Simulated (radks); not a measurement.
Results of a calculation; reference values are marked as such.
Mean orbital radii <r> (bohr) of the fluorine ion F3+, [He] 2s2 2p2, at several levels of relativity; Dirac values are averaged over j with weights 2j + 1. Spin-unpolarised spherical Kohn-Sham, LDA (Slater exchange, Perdew-Wang correlation), point nucleus unless stated (finite: rms radius 2.8976 fm), a radial shooting solver on a logarithmic mesh with Libxc functionals. A level marked "c x" has the speed of light scaled by that factor and shares open shells by 2j + 1; other Dirac levels either fill j = l - 1/2 first or share by 2j + 1.

shell  non-rel.  Dirac, 2j+1 shares, finite nucleus  Dirac, c x 0.75  Dirac, c x 5  change of magnitude, last against first (%)
1s       0.1772                              0.1769           0.1767        0.1771                                        -0.01
2s       0.8813                              0.8801           0.8793        0.8812                                        -0.01
2p       0.8276                              0.8274           0.8271        0.8276                                        0.00
